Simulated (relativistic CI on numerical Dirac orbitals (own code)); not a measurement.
Ligand-field terms of d4

Computed with a parametric ligand-field model of a d^n configuration (Racah B and C, spin-orbit zeta, crystal field), exact diagonalisation.

Field parameters in Wybourne normalisation: Oh B⁴₀ = 21Dq, B⁴₄ = √(5/14) B⁴₀; Td as Oh with Dq negative (B⁴₀ = 21Dq, B⁴₄ = √(5/14) B⁴₀). The field is a parameter set, without covalency.

Problem. Lowest levels for B = 430, C = 1690, ζ = 4050 cm⁻¹, Oh, 10Dq = 36900 cm⁻¹?

Solution. A1 0 (S 0.97), T1 4871 (S 1.03), T2 7226 (S 0.80), E 7475 (S 0.86), T2 14630 (S 0.47), E 14758 (S 0.42), A1 22659 (S 0.29), T1 33264 (S 1.87), T2 33286 (S 1.91) cm⁻¹, with S from ⟨S²⟩ = S(S + 1). The ground level has 0.09 electrons in the cubic e pair.

Problem. Lowest levels for B = 1030, C = 4360, ζ = 210 cm⁻¹, Td, 10Dq = -6700 cm⁻¹?

Solution. A1 0 (S 2.00), T1 7 (S 2.00), T2 14 (S 2.00), E 166 (S 2.00), T1 170 (S 2.00), T2 275 (S 2.00), A2 6820 (S 2.00), T2 6822 (S 2.00), E 6823 (S 2.00) cm⁻¹, with S from ⟨S²⟩ = S(S + 1). The ground level has 2.00 electrons in the cubic e pair.

Problem. Lowest levels for B = 710, C = 2790, ζ = 650 cm⁻¹, Oh, 10Dq = 6800 cm⁻¹?

Solution. A1 0 (S 1.99), T1 63 (S 1.99), E 123 (S 2.00), T2 165 (S 2.00), A2 208 (S 2.00), T2 6661 (S 2.00), T1 6672 (S 1.99), A1 6685 (S 1.99), T1 7136 (S 1.99) cm⁻¹, with S from ⟨S²⟩ = S(S + 1). The ground level has 1.01 electrons in the cubic e pair.

Problem. Lowest levels for B = 640, C = 2310, ζ = 2400 cm⁻¹, Oh, 10Dq = 31700 cm⁻¹?

Solution. A1 0 (S 1.01), T1 2276 (S 1.03), T2 4290 (S 0.95), E 4374 (S 0.99), T2 11426 (S 0.21), E 12149 (S 0.15), A2 20783 (S 1.98), T2 20849 (S 1.98), A1 20904 (S 1.55) cm⁻¹, with S from ⟨S²⟩ = S(S + 1). The ground level has 0.07 electrons in the cubic e pair.

Problem. Lowest levels for B = 490, C = 1940, ζ = 2500 cm⁻¹, Oh, 10Dq = 28850 cm⁻¹?

Solution. A1 0 (S 1.00), T1 2540 (S 1.03), T2 4499 (S 0.92), E 4605 (S 0.96), T2 10675 (S 0.27), E 11118 (S 0.21), A1 18995 (S 0.25), A2 20825 (S 1.98), T2 20880 (S 1.97) cm⁻¹, with S from ⟨S²⟩ = S(S + 1). The ground level has 0.08 electrons in the cubic e pair.
